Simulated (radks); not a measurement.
Q: The tantalum ion Ta4+, configuration [Xe] 4f14 5d1. Calculated with a radial shooting solver on a logarithmic mesh with Libxc functionals: Dirac Kohn-Sham, BLYP, spin-unpolarised, spherical densities, finite nucleus; open shells fill j = l - 1/2 first; Fermi nuclear charge, rms radius 5.3507 fm. Some entries of the table are withheld. Estimate them.

| orbital | occ. | eigenvalue (eV) | r(max) (bohr) | <1/r> (bohr^-1) |
|---|---|---|---|---|
| 1s1/2 | 2 | -67303.40 | 0.01168 | 85.40 |
| 2s1/2 | 2 | -11591.51 | 0.06705 | 20.74 |
| 2p1/2 | 2 | -11082.58 | 0.04992 | 20.72 |
| 2p3/2 | 4 | -9812.029 | 0.05665 | 17.50 |
| 3s1/2 | 2 | -2687.389 | 0.1889 | 7.612 |
| 3p1/2 | 2 | -2460.632 | 0.1770 | 7.529 |
| 3p3/2 | 4 | -2187.118 | 0.1908 | 6.699 |
| 3d3/2 | 4 | -1803.259 | 0.1496 | 6.592 |
| 3d5/2 | 6 | -1743.671 | 0.1535 | 6.394 |
| 4s1/2 | 2 | (1) | 0.4293 | 3.195 |
| 4p1/2 | 2 | (2) | 0.4294 | 3.085 |
| 4p3/2 | 4 | (3) | 0.4587 | 2.796 |
| 4d3/2 | 4 | -270.5560 | 0.4563 | 2.578 |
| 4d5/2 | 6 | -258.9829 | 0.4656 | 2.509 |
| 5s1/2 | 2 | -114.3840 | 0.9871 | 1.232 |
| 5p1/2 | 2 | -86.8806 | 1.060 | 1.108 |
| 5p3/2 | 4 | -77.7223 | 1.142 | 1.012 |
| 4f5/2 | 6 | -67.6328 | 0.4385 | 2.024 |
| 4f7/2 | 8 | -65.6414 | 0.4435 | 1.994 |
| 5d3/2 | 1 | -41.5910 | 1.443 | (4) |
| 5d5/2 | 0 | -40.6624 | 1.478 | (5) |

A: 
(1) 4s1/2 eigenvalue (eV): -581.0668
(2) 4p1/2 eigenvalue (eV): -487.5083
(3) 4p3/2 eigenvalue (eV): -424.5003
(4) 5d3/2 <1/r> (bohr^-1): 0.7411
(5) 5d5/2 <1/r> (bohr^-1): 0.7228
